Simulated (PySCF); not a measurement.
Cl₄Ta, charge +1, multiplicity 1. Atoms are numbered in the order given.

```xyz
5

Ta     0.0000     0.0000     0.0000
Cl     1.2905     1.2905    -1.2905
Cl    -1.2905     1.2905     1.2905
Cl    -1.2905    -1.2905    -1.2905
Cl     1.2905    -1.2905     1.2905
```
Charge +1, spin multiplicity 1.

The structure is a stationary point at PBE-D3(BJ)/def2-SVP. The spin state was assumed, not searched. The isomer is the one that the SMILES or the coordinates give; other isomers of the formula were not compared. The def2 effective core potentials stand for the cores of Ta; spin–orbit coupling is left out.

Method: PBE-D3(BJ)/def2-SVP (PySCF).

Frequencies are harmonic and unscaled.

Modes within 1.5 cm⁻¹ of each other (mostly degenerate sets) share a row, with their intensities summed.

```csv
mode,ν (cm⁻¹),IR (km/mol),Raman (Å⁴/amu),depolarisation,moving atoms (share of kinetic energy)
1–3,109,0.4,5.6,0.75,"Cl 79 %, Ta 21 %"
4–5,118,0.0,11.1,0.75,Cl 100 %
6,422,0.0,28.2,0.00,Cl 100 %
7–9,447,139.9,11.5,0.75,"Cl 77 %, Ta 23 %"
```
